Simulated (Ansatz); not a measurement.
Calculated with Ansatz (gas phase, PBE0-D4/def2-TZVP geometries, no zero-point term in ΔE). CCSD(T)/CBS adds triple-zeta CCSD(T) − MP2 to the extrapolated MP2 energy (def2 sets, frozen cores). This one scheme is used for every species. Functionals use def2-TZVPP. B3LYP here is the variant with VWN-RPA as its local correlation; programs differ in this. HSE06 is defined as in plane-wave codes. def2 core potentials past Kr. For Sn outer-core shells are correlated without core-valence functions, which leaves a few kJ/mol of doubt a bond. One conformer a species, not always the lowest.

Consider the ligand exchange at the Sn–F bond: `[F][Sn]([O][SiH3])([O][SiH3])[O][SiH3]` + HCl → `[SiH3][O][Sn]([Cl])([O][SiH3])[O][SiH3]` + H–F.

```
             level  ΔE (kJ/mol)  difference from CCSD(T)/CBS
       LDA (SPW92)        -39.0                          0.6
          B3LYP-D4        -36.3                          3.3
          HSE06-D4        -42.8                         -3.2
             B3LYP        -25.7                         13.9
             HSE06        -36.9                          2.7
       HF/def2-SVP        -32.0                          7.6
      MP2/def2-SVP        -28.7                         10.9
  CCSD(T)/def2-SVP        -27.8                         11.8
SCS-MP2/def2-TZVPP        -35.2                          4.4
    CCSD/CBS(def2)        -38.1                          1.5
       CCSD(T)/CBS        -39.6                            0
```

Largest T1 diagnostic among the species: 0.014.

At CCSD(T), def2-SVP lies +11.8 kJ/mol from the extrapolated value and def2-TZVPP +3.6 kJ/mol. Leaving LDA and LC-ωPBE aside and taking each functional with its dispersion term where it has one, the values, not all of them listed here, spread over 12.5 kJ/mol, from HSE06-D4 to B2PLYP. LDA lies −8.6 kJ/mol from PBE without D4. From PBE to PBE0 (25 % exact exchange), in def2-TZVPP and without D4, ΔE moves by −6.1 kJ/mol.

CCSD(T)/CBS has its own doubt, a few kJ/mol and more with outer-core shells, so smaller differences from it don't rank the levels.
